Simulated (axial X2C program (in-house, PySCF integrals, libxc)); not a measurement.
## LuN⁻: properties at the nuclei

Calculated with an axial X2C code built on PySCF integrals: two-component X2C with atomic mean-field Coulomb and Gaunt terms, Gaussian nuclei, basis Lu dyall-cv3z, N dyall-av3z with contracted cores.

R = 1.875 Å (near the PBE0 minimum at charge -1 of the determinant lowest at the starting distance; the state shown can have its own minimum elsewhere).

Determinant lowest in the PBE0 search, Ω = 1/2 (⟨Sz⟩ = 0.49, ⟨Lz⟩ = 0.01 at PBE0), spin on the atoms Lu 0.11, N 0.39:

```
level  Eeff magnitude (GV/cm)  Ws magnitude Lu (kHz)  A∥/gI Lu (MHz)  qzz Lu (a.u.)  A∥/gI N (MHz)  qzz N (a.u.)
 PBE0                    11.5                   23.6             916          -5.22            232          0.87
   HF                    49.4                   92.6            1620          -5.69            370          0.81
B3LYP                    8.89                   18.7             643          -5.40            234          0.86
  LDA                    3.46                   3.96             754          -5.35            145          0.48
PBE50                    15.4                   30.5            1380          -5.55            265          0.91
```

Determinant 0.46 eV from it at PBE0 and this distance, Ω = 3/2 (⟨Sz⟩ = 0.50, ⟨Lz⟩ = 1.00 at PBE0), spin on the atoms Lu 0.03, N 0.47:

| level | Eeff magnitude (GV/cm) | Ws magnitude Lu (kHz) | A∥/gI Lu (MHz) | qzz Lu (a.u.) | A∥/gI N (MHz) | qzz N (a.u.) |
| --- | --- | --- | --- | --- | --- | --- |
| PBE0 | 1.15 | 0.934 | 120 | -7.18 | 85.9 | -1.13 |
| HF | 32.6 | 20.2 | 101 | -6.60 | 82.8 | -1.25 |
| B3LYP | 0.899 | 0.789 | 103 | -7.38 | 91.5 | -1.14 |
| LDA | 1.09 | 0.925 | 138 | -7.35 | 86.3 | -1.07 |
| PBE50 | 1.27 | 0.982 | 116 | -7.21 | 83.9 | -1.17 |

Eeff is the effective electric field on the electron electric dipole moment in this Ω state and Ws the scalar–pseudoscalar constant of the nucleus named (defined with the proton number Z and per Ω); A∥ (defined per Ω) follows by multiplying with gI = μI/(I μN); qzz is the electric field gradient, eQq0 = 234.96 MHz × Q/barn × qzz. The operators were transformed with the bare-nucleus X2C matrices; with these basis sets, hyperfine constants and field gradients can be off by tens of per cent, and where levels differ in sign neither size nor sign is settled.

Problem. With Q(175Lu) = 3.49 barn, Q(14N) = 0.02044 barn (Q from Pyykkö, Mol. Phys. 2018), turn the PBE0 values of the first state into constants in MHz.

Solution. eQq0(175Lu) = 234.96 × (3.49) × (-5.22) = -4280 MHz; eQq0(14N) = 234.96 × (0.02044) × (0.87) = 4.18 MHz.

Each state is one determinant with collinear spin. Unrestricted Hartree–Fock can overshoot spin polarisation at the nuclei. In the state Ω = 1/2 the sign of Eeff differs between levels (LDA against PBE0). For an anion, determinants above electron detachment, or with a positive highest level, are held by the basis set. Where Eeff spreads by more than a factor of two the levels disagree and none is to be relied on. States lie within half an eV, so the first need not be the ground state. The sign of Ws at Lu differs between levels in the first state. Further determinants of the search, some of them spin-mixed, are not shown. Where a field gradient or hyperfine factor spreads by more than a factor of two over the levels, a constant derived from it is not to be relied on. PBE0 term energies can be off by some tenths of an eV.
